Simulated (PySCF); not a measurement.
Cl2FIn. Atoms are numbered in the order given.

```xyz
4

In     0.0000     0.0000    -0.2183
F      0.0000     0.0000    -2.1815
Cl     0.0000    -2.0558     0.8921
Cl     0.0000     2.0558     0.8921
```
Charge 0, spin multiplicity 1.

Geometry: PBE-D3(BJ)/def2-SVP. The def2 effective core potentials stand for the cores of In; spin–orbit coupling is left out.

Computed with r2SCAN/def2-TZVPD run with PySCF.

Mulliken values depend strongly on the basis, most of all with diffuse functions as here. ESP charges are fitted to the potential on shells at 1.4 to 2.0 van der Waals radii. Atomic charges (e):

```csv
atom,ESP fit,Mulliken
In1,?,1.33
F2,?,-0.51
Cl3,?,-0.41
Cl4,?,-0.41
```

Task: Fill in the missing entries. (An estimate is asked for; the answer gives what the named calculation found.)

Result: 
- In1, ESP fit: 0.85
- F2, ESP fit: -0.36
- Cl3, ESP fit: -0.24
- Cl4, ESP fit: -0.24
